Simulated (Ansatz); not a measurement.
`[CH3][GeH]([Cl])[I]` + H₂ → `[CH3][GeH2][I]` + HCl at 700 K and 1 bar (hydrogenolysis of a Ge–Cl bond).

Calculated with Ansatz (gas phase, PBE0-D4/def2-TZVP geometries, no zero-point term in ΔE). CBS: MP2 limit from def2 TZ/QZ plus the TZ coupled-cluster correction, frozen cores. This one scheme is used for every species. Elements past krypton have def2 core potentials. For Ge, I outer-core shells are correlated without core-valence functions, which leaves a few kJ/mol of doubt a bond. Scalar relativity is left out up to krypton.

| species | CCSD(T)/CBS energy (Eh) | H − E (kJ/mol) | S (J/(mol·K)) |
| --- | --- | --- | --- |
| `[CH3][GeH]([Cl])[I]` | -2873.88412 | 190.9 | 464.2 |
| H₂ | -1.17544 | 46.8 | 155.3 |
| `[CH3][GeH2][I]` | -2414.65603 | 199.6 | 421.3 |
| HCl | -460.38127 | 38.4 | 211.8 |

H − E and S are ideal-gas, rigid-rotor, harmonic terms from PBE0-D4/def2-TZVP, for one conformer and one mirror image of each species. The MP2-based limit puts H₂ 0.8 mEh under its directly extrapolated value; such offsets cancel only in part. 1 Eh = 2625.50 kJ/mol, R = 8.31446 J/(mol·K).

Question: By hand: ΔE, ΔH, ΔS and ΔG.

Answer: ΔE = (-2414.65603) + (-460.38127) − (-2873.88412) − (-1.17544) = 0.02226 Eh = 58.4 kJ/mol. Δ(H − E) = 199.6 + 38.4 − 190.9 − 46.8 = 0.3, so ΔH = 58.7 kJ/mol. ΔS = 421.3 + 211.8 − 464.2 − 155.3 = 13.6 J/(mol·K). ΔG = 58.7 − 700 × (13.6)/1000 = 49.2 kJ/mol.

Question: By hand: the equilibrium constant, and the temperature at which ΔG would vanish if ΔH and ΔS stayed fixed.

Answer: log₁₀ K = −ΔG/(RT ln 10) = -3.7. ΔG = 0 at ΔH/ΔS = 4316 K, far beyond where these terms or the molecules hold.

The number of gas molecules stays the same, so ΔS is small and ΔH decides. A doubt of 5 kJ/mol in ΔE shifts log₁₀ K by 0.4 here. Other conformers and mirror images would add mixing entropy, several J/(mol·K) or more a flexible species. These are equilibria of isolated gas molecules and say nothing of rates. Largest T1 diagnostic: 0.009 (customary marks: 0.02 for closed shells, 0.045 for open ones).
